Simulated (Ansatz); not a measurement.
`[F][W]([F])(=[S])=[S]` + HCl → `[F][W](=[S])(=[S])[Cl]` + H–F at 500 K and 1 bar (ligand exchange at a W–F bond).

Isolated molecules relaxed with PBE0-D4/def2-TZVP in Ansatz; ΔE leaves out vibrations. CBS: MP2 limit from def2 TZ/QZ plus the TZ coupled-cluster correction, frozen cores. This one scheme is used for every species. def2 core potentials past Kr. For W outer-core shells are correlated without core-valence functions, which leaves a few kJ/mol of doubt a bond.

| species | CCSD(T)/CBS energy (Eh) | H − E (kJ/mol) | S (J/(mol·K)) |
| --- | --- | --- | --- |
| `[F][W]([F])(=[S])=[S]` | -1062.28061 | 59.1 | 392.7 |
| HCl | -460.38127 | 32.5 | 201.9 |
| `[F][W](=[S])(=[S])[Cl]` | -1422.27249 | 58.1 | 411.1 |
| H–F | -100.39570 | 39.4 | 188.7 |

H − E and S are ideal-gas, rigid-rotor, harmonic terms from PBE0-D4/def2-TZVP. 1 Eh = 2625.50 kJ/mol, R = 8.31446 J/(mol·K).

Question: By hand: ΔE, ΔH, ΔS and ΔG.

Answer: ΔE = (-1422.27249) + (-100.39570) − (-1062.28061) − (-460.38127) = -0.00631 Eh = -16.6 kJ/mol. Δ(H − E) = 58.1 + 39.4 − 59.1 − 32.5 = 5.9, so ΔH = -10.7 kJ/mol. ΔS = 411.1 + 188.7 − 392.7 − 201.9 = 5.2 J/(mol·K). ΔG = -10.7 − 500 × (5.2)/1000 = -13.3 kJ/mol.

Question: By hand: the equilibrium constant, and the temperature at which ΔG would vanish if ΔH and ΔS stayed fixed.

Answer: log₁₀ K = −ΔG/(RT ln 10) = 1.4. ΔH and −TΔS have one sign here, so there is no such temperature.

The number of gas molecules stays the same, so ΔS is small and ΔH decides. A doubt of 5 kJ/mol in ΔE shifts log₁₀ K by 0.5 here. These are equilibria of isolated gas molecules and say nothing of rates. Largest T1 diagnostic: 0.022 (customary marks: 0.02 for closed shells, 0.045 for open ones).

ΔS is within the doubt of such terms, so its sign, and with it that verdict, could turn.
